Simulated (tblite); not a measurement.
C₄H₇BO₂Si.
Bonds: O1–B2, B2–O3, B2–C4, C4–C5 (double), C5–C6, C6–C7 (double), C7–Si8, C4–Si8. Hydrogens: H9 on O1; H10 on O3; H11 on C5; H12 on C6; H13 on C7; H14, H15 on Si8.

Computed with GFN2-xTB (tblite), gas phase: Langevin dynamics at 300 K from the optimised GFN2-xTB geometry, time step 0.5 fs, friction 0.01 fs⁻¹, 2000 steps.

Start geometry:
```
atom  x, y, z in Å
O1      2.603    0.934    0.860
B2      1.859    0.012    0.179
O3      2.516   -1.018   -0.405
C4      0.308    0.050    0.040
C5     -0.493    1.095    0.329
C6     -1.921    0.919    0.119
C7     -2.299   -0.276   -0.352
Si8    -0.773   -1.370   -0.589
H9      2.110    1.645    1.265
H10     3.465   -0.989   -0.279
H11    -0.133    2.050    0.696
H12    -2.598    1.732    0.343
H13    -3.332   -0.516   -0.540
H14    -0.778   -2.533    0.301
H15    -0.539   -1.726   -1.988
```

The statistics below take the 31 frames saved every 25 fs from 250 to 1000 fs; their kinetic temperature (all 3N coordinates) averages 294 K.

**Question.** How do the bond lengths spread?

**Answer.** 
```tsv
bond	start (Å)	mean (Å)	standard deviation (Å)	shortest (Å)	longest (Å)
O1–B2	1.367	1.370	0.022	1.321	1.428
B2–O3	1.354	1.364	0.019	1.319	1.414
B2–C4	1.557	1.557	0.024	1.493	1.596
C4=C5	1.348	1.346	0.021	1.304	1.398
C5–C6	1.453	1.461	0.032	1.387	1.539
C6=C7	1.339	1.341	0.018	1.302	1.380
C7–Si8	1.892	1.898	0.038	1.797	1.957
C4–Si8	1.893	1.901	0.032	1.827	1.954
O1–H9	0.955	0.958	0.022	0.906	1.012
O3–H10	0.958	0.963	0.026	0.902	1.012
C5–H11	1.085	1.091	0.030	1.036	1.150
C6–H12	1.082	1.086	0.031	1.024	1.134
C7–H13	1.077	1.086	0.040	1.016	1.169
Si8–H14	1.465	1.475	0.033	1.415	1.550
Si8–H15	1.463	1.473	0.052	1.389	1.600
```

**Question.** Give the same statistics for bond angles, one of each kind among heavy atoms.

**Answer.** 
| angle | start (°) | mean (°) | standard deviation (°) | smallest (°) | largest (°) |
| --- | --- | --- | --- | --- | --- |
| O1–B2–O3 | 117.6 | 117.7 | 2.6 | 112.2 | 123.6 |
| O1–B2–C4 | 124.8 | 124.8 | 3.2 | 118.8 | 131.9 |
| O3–B2–C4 | 117.6 | 117.1 | 3.5 | 109.4 | 124.6 |
| B2–C4–C5 | 126.3 | 126.5 | 4.4 | 115.3 | 136.7 |
| B2–C4–Si8 | 125.5 | 124.5 | 4.4 | 113.8 | 133.6 |
| C5–C4–Si8 | 108.2 | 108.1 | 1.9 | 103.6 | 112.5 |
| C4–C5–C6 | 117.3 | 116.9 | 2.1 | 112.7 | 123.6 |
| C5–C6–C7 | 115.9 | 116.0 | 2.2 | 111.2 | 121.5 |
| C6–C7–Si8 | 109.4 | 108.9 | 2.0 | 104.4 | 114.3 |
| C4–Si8–C7 | 89.2 | 89.0 | 1.7 | 84.2 | 92.0 |

**Question.** How far does each atom move about its mean position (frames aligned on the start, all atoms weighted alike), and what rms force does it feel?

**Answer.** 
| atom | rms displacement (Å) | rms force (eV/Å) |
| --- | --- | --- |
| O1 | 0.17 | 1.34 |
| B2 | 0.09 | 1.17 |
| O3 | 0.22 | 1.49 |
| C4 | 0.14 | 1.58 |
| C5 | 0.13 | 1.69 |
| C6 | 0.09 | 1.85 |
| C7 | 0.12 | 1.89 |
| Si8 | 0.11 | 1.54 |
| H9 | 0.29 | 1.07 |
| H10 | 0.29 | 1.25 |
| H11 | 0.22 | 0.99 |
| H12 | 0.17 | 1.09 |
| H13 | 0.21 | 1.36 |
| H14 | 0.24 | 0.62 |
| H15 | 0.29 | 0.89 |

The displacements run from 0.09 to 0.29 Å.

**Question.** How widely does the potential energy scatter, against a harmonic estimate?

**Answer.** Mean 0.47 eV above the start, standard deviation 0.130 eV, range 0.21 to 0.77 eV. For 39 classical harmonic modes at 300 K the canonical values are 39kT/2 = 0.50 eV and kT·√(39/2) = 0.114 eV.

The run is classical and short, so these are rough statistics of one trajectory.

The cost below is that of the whole dynamics run. Time: 11 s wall; peak memory 0.18 GiB. Hardware: Arm Neoverse V2, one thread, on a shared host.
